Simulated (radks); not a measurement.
All-electron atom: W57+ in [Ne] 3s2 3p5 (the NIST ground configuration).

Calculated with a radial shooting solver on a logarithmic mesh with Libxc functionals: non-relativistic Kohn-Sham, LB94 model potential, spin-polarised, spherical densities, point nucleus; open shells are filled with parallel spins first (spin-orbit coupling, left out, can overturn this in heavy ions); relativity is left out, which matters for an element this heavy.

Energy parts (hartree):
part                   energy
kinetic            11912.0000
electron-nucleus  -24944.6888
Hartree             1284.8837
(The LB94 potential has no energy functional, so no total or exchange-correlation energy is given.)

Orbitals (lengths in bohr, moments of r in powers of bohr; <r^-3> diverges for s and p1/2; r(90%) holds 90 % of the orbital's charge):
| orbital | occ. | eigenvalue (hartree) | <r^2> | <r^-3> | r(90%) |
|---|---|---|---|---|---|
| 1s down | 1 | -2505.447 | 0.0005587 | - | 0.0363 |
| 1s up | 1 | -2505.446 | 0.0005588 | - | 0.0363 |
| 2s up | 1 | -537.8316 | 0.008529 | - | 0.130 |
| 2s down | 1 | -537.8043 | 0.008531 | - | 0.130 |
| 2p up | 3 | -523.6086 | 0.006295 | 14520 | 0.116 |
| 2p down | 3 | -523.5152 | 0.006298 | 14510 | 0.116 |
| 3s up | 1 | -217.1236 | 0.04686 | - | 0.294 |
| 3s down | 1 | -216.8747 | 0.04686 | - | 0.294 |
| 3p up | 3 | -211.5592 | 0.04236 | 3725 | 0.283 |
| 3p down | 2 | -211.3417 | 0.04234 | 3734 | 0.283 |

The highest occupied level is 3p down at -5750.9 eV. For comparison, the ionisation energy in NIST's Atomic Spectra Database is 5840 eV (semi-empirical). In exact Kohn-Sham theory the highest level is minus the ionisation energy, but local and semilocal functionals leave it too shallow, through self-interaction and a potential that decays too fast; potentials with the right tail come closer. The density falls to 0.001 e/bohr^3 at r = 0.59 bohr. Summed over all electrons, <r^2> = 0.3614 bohr^2, which gives a Langevin (diamagnetic) susceptibility term of -0.286 x 10^-6 cm^3/mol. The spin density at the nucleus is 0.77 e/bohr^3 (1s -5.87, 2s 10.51, 3s -3.87). Spin moment in Bohr magnetons: 1.
